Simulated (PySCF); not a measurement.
CH4F2OSn (SMILES [CH3][Sn]([OH])([F])[F]), singlet, at a GFN2-xTB geometry (such geometries of metal compounds can be far from the true shape) (core potentials on Sn); DF-B3LYP/def2-TZVPD (PySCF).

Input for PySCF:
```python
from pyscf import gto, scf, dft

mol = gto.M(
    atom='''
C    -2.10260466   -0.63348137   -0.01693539
Sn   -0.03105665   -0.03330528   -0.01132416
O     1.31181196   -1.23367567   -0.72059899
F     0.30505315    1.64016827   -0.97684497
F     0.66091734    0.40402668    1.77105832
H    -2.40395216   -0.75365054    1.01789993
H    -2.66311381    0.15558279   -0.50645376
H    -2.16181490   -1.56737300   -0.56384233
H     2.20911099   -0.89675621   -0.66291162
''',
    basis='def2-tzvpd',
    ecp={'Sn': 'def2-tzvpd'},
    verbose=4,
    max_memory=1800,
)

mf = dft.RKS(mol)
mf.xc = 'b3lyp'
mf = mf.density_fit(auxbasis='def2-universal-jkfit')
mf.kernel()
```

Task: Predict the main parts of the log of this PySCF run.

Result: 
```
PySCF version 2.14.0

[INPUT] verbose = 4
[INPUT] num. atoms = 9
[INPUT] num. electrons = 58
[INPUT] charge = 0
[INPUT] spin (= nelec alpha-beta = 2S) = 0
[INPUT] symmetry False subgroup None
[INPUT] Mole.unit = angstrom
[INPUT] Symbol           X                Y                Z      unit          X                Y                Z       unit  Magmom
[INPUT]  1 C     -2.102604660000  -0.633481370000  -0.016935390000 AA   -3.973346955634  -1.197106294314  -0.032003248913 Bohr   0.0
[INPUT]  2 Sn    -0.031056650000  -0.033305280000  -0.011324160000 AA   -0.058688562846  -0.062937857702  -0.021399560991 Bohr   0.0
[INPUT]  3 O      1.311811960000  -1.233675670000  -0.720598990000 AA    2.478965331329  -2.331309142839  -1.361734736738 Bohr   0.0
[INPUT]  4 F      0.305053150000   1.640168270000  -0.976844970000 AA    0.576466906936   3.099468828502  -1.845969459459 Bohr   0.0
[INPUT]  5 F      0.660917340000   0.404026680000   1.771058320000 AA    1.248952763576   0.763499772217   3.346815175432 Bohr   0.0
[INPUT]  6 H     -2.403952160000  -0.753650540000   1.017899930000 AA   -4.542811198957  -1.424193114231   1.923552089914 Bohr   0.0
[INPUT]  7 H     -2.663113810000   0.155582790000  -0.506453760000 AA   -5.032555739447   0.294008862796  -0.957058901156 Bohr   0.0
[INPUT]  8 H     -2.161814900000  -1.567373000000  -0.563842330000 AA   -4.085238093004  -2.961905705038  -1.065507581137 Bohr   0.0
[INPUT]  9 H      2.209110990000  -0.896756210000  -0.662911620000 AA    4.174614749867  -1.694623637403  -1.252721406592 Bohr   0.0

nuclear repulsion = 296.733327046318
number of shells = 93
number of NR pGTOs = 358
number of NR cGTOs = 249
basis = def2-tzvpd
ecp = {'Sn': 'def2-tzvpd'}

******** <class 'pyscf.df.df_jk.DFRKS'> ********
method = DFRKS
initial guess = minao
damping factor = 0
level_shift factor = 0
DIIS = <class 'pyscf.scf.diis.CDIIS'>
diis_start_cycle = 1
diis_space = 8
diis_damp = 0
SCF conv_tol = 1e-09
SCF conv_tol_grad = None
SCF max_cycles = 50
direct_scf = False
XC library pyscf.dft.libxc version 7.1.2
    S. Lehtola, C. Steigemann, M. J. T. Oliveira, and M. A. L. Marques,  SoftwareX 7, 1–5 (2018)
XC functionals = b3lyp
    P. J. Stephens, F. J. Devlin, C. F. Chabalowski, and M. J. Frisch,  J. Phys. Chem. 98, 11623 (1994)
radial grids:
    Treutler-Ahlrichs [JCP 102, 346 (1995); DOI:10.1063/1.469408] (M4) radial grids

becke partition: Becke, JCP 88, 2547 (1988); DOI:10.1063/1.454033
pruning grids: <function nwchem_prune>
grids dens level: 3
symmetrized grids: False
atomic radii adjust function: <function treutler_atomic_radii_adjust>
small_rho_cutoff = 0
Set gradient conv threshold to 3.16228e-05
Initial guess from minao.
tot grids = 117920
******** <class 'pyscf.df.df.DF'> ********
auxbasis = def2-universal-jkfit
init E= -493.026543470181
  HOMO = -0.728451865508425  LUMO = -0.579466819981704  gap/eV = 4.05409
cycle= 1 E= -528.823396821861  delta_E= -35.8  |g|= 2.63  |ddm|= 32.9
  HOMO = -0.096904261714898  LUMO = -0.0521661481155071  gap/eV = 1.21739
cycle= 2 E= -528.411635586128  delta_E= 0.412  |g|= 3.35  |ddm|= 9.17
  HOMO = -0.335074670561031  LUMO = -0.0754706278341217  gap/eV = 7.06419
cycle= 3 E= -530.014952650561  delta_E= -1.6  |g|= 0.355  |ddm|= 3.39
  HOMO = -0.287942879745426  LUMO = -0.0877526368326933  gap/eV = 5.44745
cycle= 4 E= -530.000787236685  delta_E= 0.0142  |g|= 0.451  |ddm|= 0.592
  HOMO = -0.343169672846945  LUMO = -0.084747385332463  gap/eV = 7.03203
cycle= 5 E= -530.038468513641  delta_E= -0.0377  |g|= 0.0451  |ddm|= 0.344
  HOMO = -0.337265498742536  LUMO = -0.0820526777354473  gap/eV = 6.94469
cycle= 6 E= -530.038802348649  delta_E= -0.000334  |g|= 0.0187  |ddm|= 0.0406
  HOMO = -0.337542437295131  LUMO = -0.0819449793685898  gap/eV = 6.95516
cycle= 7 E= -530.038862164623  delta_E= -5.98e-05  |g|= 0.00587  |ddm|= 0.016
  HOMO = -0.337352591721607  LUMO = -0.0822060118074113  gap/eV = 6.94289
cycle= 8 E= -530.038867028095  delta_E= -4.86e-06  |g|= 0.0016  |ddm|= 0.005
  HOMO = -0.337478719648437  LUMO = -0.0821949748820749  gap/eV = 6.94662
cycle= 9 E= -530.038867717767  delta_E= -6.9e-07  |g|= 0.000239  |ddm|= 0.00209
  HOMO = -0.337525992256424  LUMO = -0.0821939105014167  gap/eV = 6.94794
cycle= 10 E= -530.038867728635  delta_E= -1.09e-08  |g|= 3.69e-05  |ddm|= 0.000259
  HOMO = -0.337520671859972  LUMO = -0.0821901855114149  gap/eV = 6.94790
cycle= 11 E= -530.038867728871  delta_E= -2.36e-10  |g|= 1.08e-05  |ddm|= 4.57e-05
  HOMO = -0.337518629031942  LUMO = -0.0821913825273768  gap/eV = 6.94781
Extra cycle  E= -530.038867728839  delta_E= 3.19e-11  |g|= 1.76e-05  |ddm|= 2.13e-05
converged SCF energy = -530.038867728839
```
